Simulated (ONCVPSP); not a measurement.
Reading a pseudo-wave (Li)

Columns: radius, all-electron u(r) and pseudo u(r) of the 1s shell (level -59.59 eV) of lithium in the configuration 1s2; LDA (Perdew-Zunger), scalar-relativistic, ONCV scheme, ONCVPSP 4.0.1.

```tsv
r (bohr)	all-electron	pseudo
0.025	0.2126	0.1750
0.050	0.3957	0.3445
0.075	0.5507	0.5028
0.100	0.6823	0.6464
0.125	0.7926	0.7720
0.150	0.8842	0.8781
0.175	0.9598	0.9651
0.200	1.0207	1.0332
0.225	1.0691	1.0849
0.250	1.1068	1.1227
0.275	1.1346	1.1483
0.300	1.1541	1.1647
0.325	1.1665	1.1738
0.350	1.1726	1.1770
0.375	1.1730	1.1753
0.400	1.1687	1.1697
0.425	1.1605	1.1608
0.450	1.1489	1.1488
0.475	1.1341	1.1340
0.500	1.1169	1.1168
0.525	1.0976	1.0976
0.550	1.0766	1.0765
0.575	1.0542	1.0541
0.600	1.0305	1.0305
0.625	1.0060	1.0059
0.650	0.9807	0.9807
```

Q: How many radial nodes do the two functions have?

A: The all-electron 1s function has n − l − 1 = 0; the pseudo-wave has 0.

Q: At about which radius was the pseudo-wave matched?

A: 0.50 bohr. The columns agree to 0.0005 from 0.42 bohr on; several derivatives are matched, so the curves merge somewhat inside the radius.

Q: Is the pseudo-wave norm-conserving?

A: Yes: the ONCV scheme keeps the norm inside the radius equal to the all-electron one, which fixes the energy derivative of the logarithmic derivative at the level.
